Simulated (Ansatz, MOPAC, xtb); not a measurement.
Donor–acceptor adduct: BH3 (SMILES B) (first 4 atoms) with C3H9N (SMILES CN(C)C); geometry from B3LYP-D3(BJ)/def2-TZVP, rigid monomers moved along the line of their centres of mass till B1···N6 is 1.90 Å.
(charge 0, multiplicity 1):
```tsv
atom	x (Å)	y (Å)	z (Å)
B	-0.3868	0.0268	1.2712
H	0.4875	0.6458	0.7092
H	-0.4146	-1.1425	0.9625
H	-1.4690	0.5628	1.2011
C	1.3973	-0.5846	3.2986
N	0.0743	0.0546	3.1097
C	0.1329	1.4564	3.5849
C	-0.9455	-0.6863	3.8878
H	1.6773	-0.5771	4.3546
H	2.1338	-0.0399	2.7140
H	1.3452	-1.6070	2.9342
H	0.3985	1.4893	4.6442
H	-0.8389	1.9175	3.4300
H	0.8741	1.9923	2.9982
H	-0.6940	-0.6786	4.9510
H	-1.9127	-0.2165	3.7304
H	-0.9874	-1.7088	3.5223
```

Interaction energies are E(AB) − E(A) − E(B) at the monomers' geometry in the complex; basis-set methods are counterpoise corrected.

Cores are frozen in the correlated methods. The state that PM7 reach isn't checked; PM7 holds dispersion and hydrogen-bond terms.

Codes used: Ansatz (a program for electronic structure) with Gaussian orbitals; MOPAC for PM7 (differences of heats of formation); xtb for the GFN methods. Values without a source in brackets are computed.

### Question
Give the interaction energy at the level GFN1-xTB.

### Answer
-148 kJ/mol

### Question
What interaction energy does PM7 give?

### Answer
-165 kJ/mol

### Question
Give the interaction energy at the level SCS-MP2/aug-cc-pVDZ.

### Answer
-186 kJ/mol
